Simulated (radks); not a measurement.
The numbers below are computed, except where a source is named.
Valence configurations of Ge III (all share [Ar]). Level of theory: Dirac Kohn-Sham, PBE, spin-unpolarised, spherical densities, finite nucleus; open shells fill j = l - 1/2 first; Fermi nuclear charge, rms radius 4.0742 fm (a radial shooting solver on a logarithmic mesh with Libxc functionals). Energies are relative to 3d10 4s2; eigenvalues in eV.

valence,E (eV),e(3d3/2),e(3d5/2),e(4p1/2),e(4p3/2),e(4s1/2)
3d10 4s2,0.000,-49.539,-48.951,-,-,-29.246
3d10 4s1.5 4p0.5,4.634,-50.335,-49.747,-20.405,-,-29.707
3d10 4s1 4p1,9.301,-51.117,-50.528,-20.789,-,-30.155
3d10 4s0.5 4p1.5,14.000,-51.884,-51.294,-21.163,-,-30.592
3d9.5 4s2 4p0.5,15.464,-54.847,-54.240,-21.294,-,-30.929
3d10 4p2,18.729,-52.639,-52.048,-21.530,-,-
3d9 4s2 4p1,32.977,-60.295,-59.669,-22.536,-,-32.563
3d9 4p3,53.642,-63.286,-62.657,-23.943,-23.558,-

NIST lists [Ar] 3d10 4s2 as the ground configuration; this level of theory agrees among the configurations tried. The energies are those of spherical spin-averaged densities, not of single terms.
